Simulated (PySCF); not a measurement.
C7H10ClNO: full NMR table

```
Formula                 : C7H10ClNO
SMILES                  : O=C(/C=C/Cl)NC1CCC1
Degrees of unsaturation : 3
Carbon signals          : 6
Proton signals          : 8
```

Molfile (atoms numbered from 1):
```
C7H10ClNO
     RDKit          3D

 20 20  0  0  0  0  0  0  0  0999 V2000
    1.5166    0.5577    1.5810 O   0  0  0  0  0  0  0  0  0  0  0  0
    1.5315    0.1250    0.4455 C   0  0  0  0  0  0  0  0  0  0  0  0
    2.7817   -0.2271   -0.2746 C   0  0  0  0  0  0  0  0  0  0  0  0
    3.9515   -0.0803    0.3351 C   0  0  0  0  0  0  0  0  0  0  0  0
    5.4500   -0.4503   -0.3880 Cl  0  0  0  0  0  0  0  0  0  0  0  0
    0.4076   -0.0828   -0.2828 N   0  0  0  0  0  0  0  0  0  0  0  0
   -0.9124    0.1795    0.2143 C   0  0  0  0  0  0  0  0  0  0  0  0
   -1.9369   -0.9652    0.0906 C   0  0  0  0  0  0  0  0  0  0  0  0
   -2.9401    0.0236   -0.5231 C   0  0  0  0  0  0  0  0  0  0  0  0
   -1.8176    1.0629   -0.6657 C   0  0  0  0  0  0  0  0  0  0  0  0
    2.7091   -0.6002   -1.2851 H   0  0  0  0  0  0  0  0  0  0  0  0
    4.0106    0.2932    1.3475 H   0  0  0  0  0  0  0  0  0  0  0  0
    0.4781   -0.4467   -1.2204 H   0  0  0  0  0  0  0  0  0  0  0  0
   -0.7939    0.5527    1.2322 H   0  0  0  0  0  0  0  0  0  0  0  0
   -2.2325   -1.4417    1.0218 H   0  0  0  0  0  0  0  0  0  0  0  0
   -1.6135   -1.7321   -0.6114 H   0  0  0  0  0  0  0  0  0  0  0  0
   -3.7111    0.3304    0.1790 H   0  0  0  0  0  0  0  0  0  0  0  0
   -3.4139   -0.2940   -1.4490 H   0  0  0  0  0  0  0  0  0  0  0  0
   -2.0266    2.0580   -0.2821 H   0  0  0  0  0  0  0  0  0  0  0  0
   -1.4433    1.1482   -1.6845 H   0  0  0  0  0  0  0  0  0  0  0  0
  1  2  2  0
  2  3  1  0
  3  4  2  0
  4  5  1  0
  2  6  1  0
  6  7  1  0
  7  8  1  0
  8  9  1  0
  9 10  1  0
 10  7  1  0
  3 11  1  0
  4 12  1  0
  6 13  1  0
  7 14  1  0
  8 15  1  0
  8 16  1  0
  9 17  1  0
  9 18  1  0
 10 19  1  0
 10 20  1  0
M  END
```

- PBE0/pcSseg-1 with gauge-including orbitals
- structure optimised with GFN2-xTB
- code: PySCF 2.14
- relativity neglected, single conformer, fast rotation and ring inversion assumed for equivalent nuclei, isolated molecule

δ = σ(ref) − σ, references computed at the same level: TMS for ¹H, ¹³C; ¹⁵N against NH3; ¹⁷O against H2O.

```tsv
carbon	δC, type	δH (multiplicity)	HMBC from (2–3 bonds)	span of the C tensor (ppm)
C2	161.9, C	–	H12, H11, H14	160
C3	132.8, CH	5.80 (d)	H12	177
C4	150.9, CH	7.50 (d)	H11	204
C7	42.3, CH	5.08 (m)	H15/H19, H16/H20, H17, H18	47
C8/C10	33.0, CH2	H15 2.61 (m); H16 1.80 (m)	H14, H15/H19, H16/H20, H17, H18	47
C9	13.7, CH2	H17 1.78 (m); H18 1.75 (m)	H14, H15/H19, H16/H20	20
```

Other nuclei:
```json
{"atoms": "H13", "nucleus": "¹H", "environment": "hydrogen on an amide-type nitrogen", "δ (ppm)": "4.66", "σ (ppm)": "27.06"}
{"atoms": "N6", "nucleus": "¹⁵N", "environment": "amide-type nitrogen", "δ (ppm)": "162.4", "σ (ppm)": "105.3"}
{"atoms": "O1", "nucleus": "¹⁷O", "environment": "amide-type carbonyl oxygen", "δ (ppm)": "360.5", "σ (ppm)": "-24.4"}
```

1. Carbon types of the structure: 1 × C, 3 × CH, 3 × CH2, leaving 1 H on heteroatoms.
2. δC 161.9: amide carbonyl carbon; it is a carbonyl in resonance with an O or N lone pair, the region of acids, esters and amides.
3. δC 150.9: β carbon of a C=C–C=O unit; conjugation with the carbonyl draws π density from the β position.
4. δC 132.8: α carbon of a C=C–C=O unit; an sp2 carbon of a C=C bond.
5. δH 7.50: hydrogen on a β carbon of a C=C–C=O unit; olefinic region.
6. δH 5.80: hydrogen on an α carbon of a C=C–C=O unit; olefinic region.

OH and NH positions are those of a molecule without intermolecular hydrogen bonds; in solution they move with solvent, concentration and temperature, and exchange usually removes their couplings. Amide-type NH protons are broadened by 14N but still split neighbouring CH signals. Carbons that carry Cl, above all several Cl atoms, come out too deshielded, partly because spin–orbit coupling is missing. Shifts are as computed. Against solution values, carbons near 30 ppm lie about +3 ppm off and those near 130 ppm about +5 ppm; carbons on Cl a further +6 ppm. Of 1211 compounds with measured shifts, 218 miss one by over three times the rms of a fit or turn the order of signals round; such compounds aren't used in these exercises. Hydrogen bonding in solution shields acid and N–H amide carbonyl oxygens by tens of ppm. The C=O carbon of an acid or of an amide with N–H lies up to 10 ppm further downfield in solution, through hydrogen bonding that the calculation lacks. Unscaled 17O shifts of doubly bonded oxygen tend to come out too high, by tens of ppm or more. Experimental scales use liquid or dissolved standards, which lie at an offset from isolated NH3 (liquid NH3: subtract about 20 ppm) and H2O (liquid H2O: subtract about 36 ppm). Unscaled 15N shifts of sp2 nitrogen come out 20 to 40 ppm too high even then. Multiplicities follow the n + 1 count of equivalent neighbours, as no J values were calculated; m marks all less simple cases, F and P coupling included.
